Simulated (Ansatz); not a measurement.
Spin states of Cd₃ (the lowest singlet isomer of a short search), each relaxed with PBE/def2-TZVP in Ansatz. Electronic energies in the gas phase.

In the def2 sets Cd takes a core potential; there is no spin–orbit coupling. B3LYP takes the VWN-RPA correlation. Correlated methods freeze no core orbitals; core or outer-core shells of Cd are correlated, in sets that lack core-valence functions. HOMO above LUMO, or a gap near zero within one spin, warns that the state may not be the lowest or that an electron is smeared out. The structure comes from a short search, and lower isomers may exist.

Singlet geometry (D3h within 0.1 Å):

Cartesian coordinates in Å:
```
Cd 0.3317 -1.8925 -0.0901
Cd 0.3953 0.9703 1.6134
Cd -0.7270 0.9223 -1.5233
```

Triplet geometry (D∞h within 0.1 Å):

```
atom    x (Å)    y (Å)    z (Å)
 Cd1  -1.3910  -2.3295   0.5357
 Cd2   1.3927   2.3305  -0.5269
 Cd3  -0.0017  -0.0010  -0.0088
```

Quintet geometry (D3h within 0.1 Å):

```xyz
3

Cd   -0.043   -0.471   -1.579
Cd   -0.817   -0.865    1.140
Cd    0.860    1.335    0.439
```

⟨S²⟩: triplet 2.02 at PBE0/def2-TZVP (pure 2.00), quintet 6.00 at PBE0/def2-TZVP (pure 6.00).

Run but left out: HF/STO-3G (triplet: a determinant that CCSD turns far, T1 0.058); HF/def2-TZVP, MP2/def2-TZVP, CCSD/def2-TZVP, CCSD(T)/def2-TZVP (flagged by the program: other amplitudes); GFN1-xTB, GFN2-xTB (tight binding far off the other levels).

Only these spin states were relaxed. The triplet has other bonds than the singlet, so the gap mixes isomer and spin.

(1) Estimate which spin state lies lowest at each of these levels, and by how much: LDA (SPW92)/def2-TZVP; PBE/def2-TZVP; r2SCAN/def2-TZVP; B3LYP/def2-TZVP; PBE0/def2-TZVP; r2SCAN0/def2-TZVP; CAM-B3LYP/def2-TZVP; PBE-QIDH/def2-TZVP; RPA@PBE/def2-TZVP.

Results:

(1) 
| level | triplet − singlet (kcal/mol) | quintet − singlet (kcal/mol) | lowest of these | remarks |
| --- | --- | --- | --- | --- |
| LDA (SPW92)/def2-TZVP | 50.2 | 117.6 | singlet | gap within one spin near zero (triplet) |
| PBE/def2-TZVP | 51.1 | 116.4 | singlet | gap within one spin near zero (triplet) |
| r2SCAN/def2-TZVP | 45.8 | 103.8 | singlet | – |
| B3LYP/def2-TZVP | 54.2 | 122.3 | singlet | – |
| PBE0/def2-TZVP | 48.4 | 107.0 | singlet | – |
| r2SCAN0/def2-TZVP | 44.8 | 99.2 | singlet | – |
| CAM-B3LYP/def2-TZVP | 52.8 | 116.9 | singlet | – |
| PBE-QIDH/def2-TZVP | 48.2 | 100.0 | singlet | – |
| RPA@PBE/def2-TZVP | 51.8 | 108.3 | singlet | – |

Change of the quintet − singlet gap on mixing in exact exchange, in kcal/mol: PBE to PBE0 (25 % exact exchange) -9.4; r2SCAN to r2SCAN0 (25 % exact exchange) -4.6.
